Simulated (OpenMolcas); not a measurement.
Pt3+ among 5 point charges of -2 e arranged as a trigonal bipyramid (D3h). The axial distance is 1.07 times the equatorial one, R.

```
Program             : OpenMolcas
Method              : SS-CASPT2, IPEA 0.25 Eh, imaginary shift 0.1 Eh (closed shells correlated: 4f 5s 5p)
Basis               : ANO-RCC-VDZP [7s6p4d2f]
Scalar Hamiltonian  : DKH2, point nucleus
Active space        : 7 electrons in 5 orbitals (5d)
State averaging     : 2S+1 = 4 even, 10 roots; 2S+1 = 2 even, 40 roots
Spin-orbit coupling : state interaction with AMFI integrals over the reference wave functions
```

All point charges move together. At R = 1.9 Å the first state of the same spin is 1200 cm-1, and at R = 2.06 Å it is 870 cm-1.

Task: A third run gives 480 cm-1. What distance was it run at?

Result: With a power law R^-n the two known points give n = -ln(870 / 1200) / ln(2.06 / 1.9) = 3.98. Then R = 1.9 × (1200 / 480)^(1/3.98) = 2.392 Å. The run was at 2.29 Å, so the estimate is off by +0.102 Å.

Roots that are degenerate in the reference are averaged as groups; the widest CASPT2 spread within a group is 120 cm-1 (the 2-fold group of multiplicity 4 near 6090 cm-1 above the lowest state of its run, R = 2.29). Shifts and gaps below about the spread of the groups concerned are not significant. This shell can be high or low spin here, a state of another spin lies low, and with metal d orbitals alone active their balance is uncertain, so the ground spin may be wrong. Point charges give a weaker field than real ligands, and real ions of this kind are as a rule low spin; the high spin found here belongs to the model. Free-ion shares, where given, are those of the reference states; single-state CASPT2 does not remix them. Spin-orbit coupling mixes the spin-free states strongly: the lowest level takes only 45 % from its leading state, 4A1, which lies 1202 cm-1 above the lowest spin-free state (figures for R = 1.9; the like holds for R = 2.06, R = 2.29). This is an electrostatic model: the charges have no orbitals. No measured value stands beside these numbers.
